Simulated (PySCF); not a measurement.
Computed shifts of a molecule C₃H₅BF₂, PBE/pcSseg-1 (PySCF), GIAO, gas phase, equivalent atoms averaged, in ppm (number of nuclei): ¹³C: 148.0 (1), 144.8 (1), 26.8 (1). ¹⁹F: -101.8 (1), -113.7 (1). ¹H: 6.76 (1), 6.56 (1), 2.24 (3). References: ¹³C against TMS (σ = 182.0 ppm); ¹¹B against BF3 (σ = 83.9 ppm); ¹⁹F against CFCl3 (σ = 133.6 ppm); ¹H against TMS (σ = 31.49 ppm), references at their B3LYP-D3(BJ)/def2-TZVP geometries, non-relativistic. The structure is a stationary point at B3LYP-D3(BJ)/def2-SVP. Other conformers were not sampled.

### Question
Pick the molecule that these values belong to.
(A) C/C=C/B(F)F
(B) FB1CC(F)C1
(C) C=C(C)B(F)F
(D) C=C(F)B(C)F

### Answer
C, C=C(C)B(F)F
